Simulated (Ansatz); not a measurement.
Species: BNH₂, charge 1, doublet. BNH2+ (parent SMILES N=B, doublet).
B3LYP-D3(BJ)/def2-TZVP minimum from Ansatz (a quantum-chemistry and plane-wave program):
```xyz
4

B      0.0000     0.0000    -0.7348
N      0.0000     0.0000     0.5701
H      0.0000     0.0000    -1.9032
H      0.0000     0.0000     1.5866
```
Charge +1, spin multiplicity 2.

Total energies in aug-cc-pVTZ, 9 correlated electrons, 2 frozen orbitals. UHF or UKS for unpaired electrons; spin-orbit terms are left out. Correlated methods leave the cores frozen. No relativity. The spin of H2BN+ (parent SMILES B=N, doublet) was assumed, and the state is the lowest solution found for it.

```csv
method,program,energy (Eh),minus CCSDT(Q) (mEh)
HF,Ansatz,-79.98000,270.45
MP2,Ansatz,-80.21676,33.69
CCSD,Ansatz,-80.24004,10.41
CCSD(T),Ansatz,-80.24924,1.21
CCSDT(Q),Ansatz,-80.25045,0.00
```

Rough core times of Ansatz's runs on a shared machine: CCSD(T) 30 s, CCSDT(Q) 40 min.
